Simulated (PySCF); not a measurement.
**Which enantiomer?**

Computed with PySCF, TDDFT BHandHLYP/def2-SVPD circular dichroism and optical rotation, one conformer, gas phase. Geometry: GFN2-xTB.

Values for one enantiomer of C$_{4}$H$_{8}$FNSi$_{2}$, R in 10⁻⁴⁰ esu² cm² (velocity form):
| λ (nm) | f | R |
| --- | --- | --- |
| 198 | 0.021 | +27.1 |
| 191 | 0.043 | -47.6 |
| 184 | 0.093 | +28.6 |
| 178 | 0.011 | +13.1 |
| 176 | 0.004 | -17.3 |
| 174 | 0.011 | +9.3 |
| 172 | 0.006 | -5.1 |
| 167 | 0.009 | -9.0 |
| 166 | 0.046 | +15.4 |
| 163 | 0.006 | +1.2 |
| 161 | 0.004 | -0.5 |
| 157 | 0.007 | -0.8 |
| 151 | 0.008 | -6.7 |
| 150 | 0.011 | -11.7 |
| 148 | 0.007 | +12.0 |
| 148 | 0.017 | +2.3 |

[α] at 589.3 nm: +26 deg dm⁻¹ (g/mL)⁻¹ (origin-invariant length gauge).

Question: Which structure gives these signs?
A. C[C@H]1[SiH2][C@@H](F)[Si@H]1C#N
B. C[C@@H]1[SiH2][C@H](F)[Si@@H]1C#N

Answer: B. Its CIP labels in SMILES order are R, S, R; the other enantiomer gives every sign reversed.

The signs above follow by mirror symmetry from the run on the other enantiomer. Geometry of C[C@H]1[SiH2][C@@H](F)[Si@H]1C#N as run:
```xyz
16

C     1.770   -0.048   -1.000
C     0.855   -0.434    0.158
Si    0.251    0.976    1.337
C    -1.478    0.090    1.266
F    -2.590    0.907    1.110
Si   -0.946   -0.985   -0.254
C    -1.488   -0.172   -1.841
N    -1.794    0.329   -2.824
H     2.717    0.341   -0.629
H     1.983   -0.906   -1.636
H     1.307    0.719   -1.618
H     1.357   -1.216    0.734
H     0.876    1.033    2.657
H     0.203    2.284    0.694
H    -1.694   -0.517    2.151
H    -1.336   -2.393   -0.318
```
